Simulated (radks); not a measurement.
Problem. Species: Tm IV. Configuration: [Kr] 4d10 4f12 5s1 5p6 5d1 (not the ground configuration). All-electron calculation, Dirac Kohn-Sham, PBE, spin-unpolarised, spherical densities, finite nucleus; open shells are shared between the two j in proportion to 2j + 1; Fermi nuclear charge, rms radius 5.2256 fm. Program: a radial shooting solver on a logarithmic mesh with Libxc functionals. Some entries of the table are withheld. Estimate them.

orbital,occ.,eigenvalue (Ry),<r> (bohr),<1/r> (bohr^-1)
1s1/2,2,-4354.144,0.02001,79.07
2s1/2,2,-736.5290,0.08430,19.05
2p1/2,2,-702.2394,0.07008,19.03
2p3/2,4,-630.1987,0.07747,16.42
3s1/2,2,-167.7108,0.2205,6.979
3p1/2,2,-152.6021,(1),6.895
3p3/2,4,-137.3910,(2),6.227
3d3/2,4,-111.5850,0.1973,6.114
3d5/2,6,-108.2608,0.2016,5.952
4s1/2,2,-35.28789,0.4975,2.921
4p1/2,2,(3),0.5058,2.812
4p3/2,4,(4),0.5375,2.581
4d3/2,4,-15.75144,0.5636,2.361
4d5/2,6,-15.12409,0.5748,2.304
5s1/2,1,-6.40160,1.199,1.116
5p1/2,2,-4.68471,1.328,0.9947
5p3/2,4,-4.20837,1.421,0.9174
4f5/2,5.14286,-2.97956,0.7317,1.776
4f7/2,6.85714,-2.88482,0.7437,1.751
5d3/2,0.4,(5),1.975,0.6474
5d5/2,0.6,(6),2.017,0.6326
6s1/2,0,-1.83513,2.888,0.4435
6p1/2,0,-1.43610,3.326,0.3839
6p3/2,0,-1.35839,3.493,0.3647

Solution. 
(1) 3p1/2 <r> (bohr): 0.2103
(2) 3p3/2 <r> (bohr): 0.2241
(3) 4p1/2 eigenvalue (Ry): -29.20649
(4) 4p3/2 eigenvalue (Ry): -25.76769
(5) 5d3/2 eigenvalue (Ry): -1.99901
(6) 5d5/2 eigenvalue (Ry): -1.95454
